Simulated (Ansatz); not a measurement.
A thermochemical cycle in electronic energies (no zero-point or thermal terms), species as SMILES, kcal/mol. Each molecule is optimised on its own at B3LYP-D3(BJ)/def2-TZVP (Ansatz, a program for electronic structure), one conformer each, not searched for the lowest. Cores are frozen in the correlated levels unless marked. Open shells are spin-unrestricted. Spin-orbit coupling is left out. No relativistic terms. CBS(X,Y): correlation extrapolated as X^-3; Hartree-Fock from the larger set. [CCSD(T)-MP2]/basis is that difference in the basis named. Anions need diffuse functions, of which def2-TZVPD holds fewer than the aug- sets.

```tsv
step	RI-MP2/CBS(aug-cc-pV(T+d)Z,aug-cc-pV(Q+d)Z)+[CCSD(T)-MP2]/aug-cc-pV(T+d)Z (Ansatz)	PBE0-D4/def2-TZVPD (Ansatz + dftd4)
bond energy D: N[SiH2]N → [NH][SiH2]N + H atom	118.8	113.7
deprotonation energy A: N[SiH2]N → [NH-][SiH2]N + H+	385.0	386.3
ionisation of the H atom at the same level, IE	313.7	314.4
```

### Question
Find the electron affinity EA, positive where the anion is bound: [NH][SiH2]N + e- → [NH-][SiH2]N.

### Answer
Breaking the bond, ionising the H atom and attaching the electron to the radical add up to the deprotonation, A = D + IE - EA. At RI-MP2/CBS(aug-cc-pV(T+d)Z,aug-cc-pV(Q+d)Z)+[CCSD(T)-MP2]/aug-cc-pV(T+d)Z: EA = D + IE - A = 118.8 + 313.7 - 385.0 = 47.5. At PBE0-D4/def2-TZVPD: EA = D + IE - A = 113.7 + 314.4 - 386.3 = 41.8. The functional differs from the first level by -5.1 in D, -5.7 in EA and +1.3 in A; for EA and A the gap mixes functional and basis. The site is the one shown; other sites or isomers of the anion may lie lower.
